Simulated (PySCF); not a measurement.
**Working out the ionisation energy of Cd**

Cd [Kr] 4d10 5s2 (1S) → Cd⁺ [Kr] 4d10 5s1 (2S). All numbers are calculated (PySCF 2.14, scalar relativity through the core potential, in aug-cc-pwCVDZ-PP with ECP28MDF (6s6p5d3f, 70 functions)). Frozen: nothing. Energies in hartree (1 hartree = 27.21139 eV):

```csv
part,Cd (lower),Cd⁺ (upper)
UHF,-166.837880,-166.568382
MP2 opposite-spin,-0.452814,-0.410817
MP2 same-spin,-0.225667,-0.210088
```

What does Hartree-Fock give?

(-166.568382) − (-166.837880) = 0.269498 hartree = 7.333 eV.

What do MP2 and SCS-MP2 (6/5 opposite-spin, 1/3 same-spin) give?

The opposite-spin parts differ by 1.143 eV and the same-spin parts by 0.424 eV. MP2: 7.333 + (1.143) + (0.424) = 8.900 eV. SCS-MP2: 7.333 + 1.2 × (1.143) + (0.424)/3 = 8.846 eV.

Measured between the centres of the two terms (NIST): 8.994 eV, so MP2 (valence and next inner shell) is off by -0.094 eV.

A double-zeta basis recovers only part of the correlation energy.

What remains against the reference includes basis incompleteness and correlation beyond second order.
